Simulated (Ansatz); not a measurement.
Spin states of the cluster CdCl2⁺ (the lowest doublet isomer of a short search), each relaxed with r2SCAN-D4/def2-TZVP in Ansatz. Electronic energies in the gas phase.

In the def2 sets Cd takes a core potential; there is no spin–orbit coupling. B3LYP takes the VWN-RPA correlation. Correlated methods freeze 10 core orbitals; core or outer-core shells of Cd are correlated, in sets that lack core-valence functions. In CCSD on the charge 1 doublet the largest single amplitude is 0.16, so its Hartree–Fock determinant may place the open shell otherwise than the density functionals do. HOMO above LUMO, or a gap near zero within one spin, warns that the state may not be the lowest or that an electron is smeared out. The structure comes from a short search, and lower isomers may exist.

Doublet geometry (D∞h within 0.1 Å):

```
atom   x (Å)   y (Å)   z (Å)
 Cd1   0.000   0.000   0.001
 Cl2   2.073  -0.954   0.229
 Cl3  -2.073   0.954  -0.231
```

Quartet geometry:

Cartesian coordinates in Å:
```
Cd 0.019 -0.018 0.117
Cl -2.441 -1.578 0.090
Cl 2.423 1.596 -0.207
```

Only these spin states were relaxed.

| level | quartet − doublet (kJ/mol) | lowest of these | remarks |
| --- | --- | --- | --- |
| HF/def2-TZVP | 111.7 | doublet | – |
| HF/def2-TZVPP | 117.0 | doublet | – |
| PBE-D4/def2-TZVP | 310.9 | doublet | gap within one spin near zero (doublet) |
| B3LYP-D4/def2-TZVP | 256.7 | doublet | – |
| PBE0-D4/def2-TZVP | 265.1 | doublet | – |
| RPA@PBE/def2-TZVP | 284.2 | doublet | – |
| MP2/def2-TZVP | 225.8 | doublet | – |
| MP2/def2-TZVPP | 221.5 | doublet | – |

```
  state  donor atoms  mean metal–ligand distance (Å)  range (Å)  Mulliken spin on the metal (PBE0)
doublet            2                           2.294  2.29–2.29                              -0.03
quartet            2                           2.913  2.91–2.91                               0.85
```

⟨S²⟩ at PBE0-D4/def2-TZVP: doublet 0.76 (pure 0.75), quartet 3.76 (pure 3.75). The unpaired electrons of the doublet sit mostly on the ligands.

Change of the quartet − doublet gap on mixing in exact exchange, in kJ/mol: PBE to PBE0 (25 % exact exchange) -45.8.
